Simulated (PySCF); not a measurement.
Stepwise substitution at one centre (In SH-H). All species are isolated molecules in the gas phase. One relaxed conformer stands for each flexible species; it need not be the lowest. Strings in code marks are SMILES.

The numbers are results of TPSSh-D3(BJ)/def2-TZVP // CAM-B3LYP-D3(BJ)/def2-TZVP (PySCF), not measurements. All candidates: neutral, multiplicity 1. Delta-SCF ions had no search for a lower state. 

```json
{
 "HOMO–LUMO gap": "5.47 eV",
 "vertical ionisation energy (Delta-SCF)": "10.47 eV",
 "HOMO": "-7.64 eV"
}
```

Question: Identify which member has these values.
A. `[SH][InH][SH]` (H–S–In–S torsion 180°, S–In–S–H torsion 0°)
B. `[SH][In]([SH])[SH]`
C. `[SH][InH2]`
D. `[InH3]`

Answer: D, `[InH3]`. The others give `[SH][InH2]`: 4.85 eV, 9.61 eV, -6.80 eV; `[SH][In]([SH])[SH]`: 4.86 eV, 9.17 eV, -6.97 eV; `[SH][InH][SH]` (H–S–In–S torsion 180°, S–In–S–H torsion 0°): 5.08 eV, 9.14 eV, -6.78 eV
